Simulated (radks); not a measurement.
Charge is removed step by step from the 4s level of neutral copper, starting from [Ar] 3d10 4s1. Method: scalar-relativistic Kohn-Sham, PBE, spin-unpolarised, spherical densities, finite nucleus; Fermi nuclear charge, rms radius 3.8823 fm; computed with a radial shooting solver on a logarithmic mesh with Libxc functionals.

removed (e)  E - E(0) (eV)  eigenvalue (eV)  E minus straight line (eV)
0                    0.000           -4.610                       0.000
0.125                0.628           -5.449                      -0.390
0.25                 1.363           -6.311                      -0.674
0.375                2.207           -7.194                      -0.849
0.5                  3.162           -8.098                      -0.912
0.625                4.232           -9.021                      -0.861
0.75                 5.418           -9.962                      -0.693
0.875                6.723          -10.920                      -0.407
1                    8.148          -11.892                       0.000

Removing the whole electron costs 8.148 eV by Delta-SCF, against 4.610 eV from minus the eigenvalue at the starting occupation. Slater's transition state (half an electron removed) gives 8.098 eV. Integrating minus the eigenvalue over the occupation (Janak's theorem) gives 8.149 eV. In this scalar-relativistic scheme the density is built from large components alone, so the theorem holds only approximately. The mean slope of the eigenvalue, de/dn, is 7.28 eV per electron. Ionisation energy of Cu in the NIST Atomic Spectra Database: 7.726 eV (measured).

Beside tabulated values, note that spin-unpolarised runs miss the spin-polarisation part of the exchange energy of open shells.
